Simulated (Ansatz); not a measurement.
Basis-set series for F2H4SiSn, SMILES `[F][SnH]([F])[SiH3]`. The species carries charge 0 and has multiplicity 1. Sn takes the def2 core potential. Geometry: relaxed with PBE0-D4/def2-TZVP.

```
functional       basis  functions  energy (Eh)  HOMO (eV)  LUMO (eV)
   PBE0-D4    def2-SVP         92   -705.36297      -8.64      -0.81
   PBE0-D4  def2-QZVPP        386   -705.76207      -8.73      -1.13
   ωB97M-V    def2-SVP         92   -705.53221     -10.64       1.03
   ωB97M-V  def2-QZVPP        386   -705.93816     -10.77       0.45
```

Task: Give the rows for def2-TZVPP. (Best estimate.)

Result: Ansatz gave: 
| functional | basis | functions | energy (Eh) | HOMO (eV) | LUMO (eV) |
| --- | --- | --- | --- | --- | --- |
| PBE0-D4 | def2-TZVPP | 210 | -705.73757 | -8.73 | -1.07 |
| ωB97M-V | def2-TZVPP | 210 | -705.91492 | -10.76 | 0.59 |

Positive LUMOs are unbound and depend on the basis.
